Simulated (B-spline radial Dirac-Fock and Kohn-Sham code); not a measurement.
**Dipole and non-dipole photoemission parameters of Ag 3d5/2**

System: the free silver atom, configuration 1s2 2s2 2p6 3s2 3p6 3d10 4s2 4p6 4d10 5s1; threshold 368.3 eV (tabulated edge). These are calculated numbers from an atomic code on a B-spline grid; the model is Dirac-Hartree-Slater photoionisation with a Latter tail; cross sections with all multipoles, angular parameters from the dipole term and its interference with E2.

Input file task.json (cfg lists n, l and occupation; rrms is the nuclear radius in fm):

```json
{"items": [{
  "Z": 47,
  "q": 0,
  "cfg": [[1, 0, 2], [2, 0, 2], [2, 1, 6], [3, 0, 2], [3, 1, 6], [3, 2, 10], [4, 0, 2], [4, 1, 6], [4, 2, 10], [5, 0, 1]],
  "A": 107,
  "rrms": 4.5454,
  "do": "xps",
  "hv": [60, 108.0, 179.0, 221.0, 225.0, 286.0, 360.0, 438.0, 557.0, 600, 891.0, 1150.0, 1160.0, 1253.6, 1280.0, 1430.0, 1490.0, 1840.0, 2160.0, 2900.0, 2984.4, 4920.0, 5100.0, 5414.7, 6000, 6010.0, 7190.0, 9251.7, 12600.0, 15000],
  "edges": {"K": 25514.0, "L1": 3806.0, "L2": 3524.0, "L3": 3351.0, "M1": 719.0, "M2": 603.8, "M3": 573.0, "M4": 374.0, "M5": 368.3, "N1": 97.0, "N2": 63.7}
}]}
```

Launch: `python xray2_run.py task.json out`

```
hν (eV)  σ (kb)      β       γ      δ
    438    2360  0.364  -0.016  0.001
    557    1630  0.655  -0.057  0.010
    600    1420  0.761  -0.057  0.013
    891     579  1.108   0.025  0.033
   1150     295  1.197   0.133  0.044
   1160     288  1.198   0.137  0.045
 1253.6     232  1.211   0.176  0.048
   1280       ?      ?       ?      ?
   1430     160  1.222   0.249  0.055
   1490     142  1.223   0.273  0.057
   1840    75.6  1.209   0.404  0.069
   2160    46.0  1.182   0.508  0.081
   2900    17.8  1.105   0.707  0.107
 2984.4    16.2  1.097   0.727  0.110
   4920    2.86  0.920   1.064  0.181
   5100    2.52  0.906   1.087  0.188
 5414.7    2.03  0.883   1.126  0.199
   6000    1.39  0.844   1.191  0.220
   6010    1.38  0.843   1.192  0.221
   7190   0.708  0.774   1.301  0.263
 9251.7   0.270  0.679   1.440  0.332
  12600  0.0797  0.568   1.586  0.438
  15000  0.0394  0.509   1.653  0.509
```

**Question.** Give the values at 1280 eV.

**Answer.** σ = 219 kb, β = 1.214, γ = 0.187, δ = 0.049.
